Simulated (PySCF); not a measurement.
CrO2F2, SMILES [O]=[Cr](=[O])([F])[F], multiplicity 1.

Geometry: PBE0-D3(BJ)/def2-SVP. The spin state was assumed, not searched. The isomer is the one that the SMILES or the coordinates give; other isomers of the formula were not compared.

Level of theory: PySCF with PBE/def2-TZVP.

Symmetry labels are those of the subgroup C2v that the program uses (full group C2v).

Computed valence orbital energies around the gap with their symmetry:
```csv
orbital,symmetry,energy (eV)
HOMO−7,B2,-12.39
HOMO−6,A1,-11.42
HOMO−5,B1,-11.12
HOMO−4,B2,-10.69
HOMO−3,A1,-10.21
HOMO−2,B1,-9.93
HOMO−1,A2,-9.90
HOMO,B2,-8.76
LUMO,A1,-5.61
LUMO+1,A2,-5.18
LUMO+2,B1,-4.40
LUMO+3,A1,-3.43
```
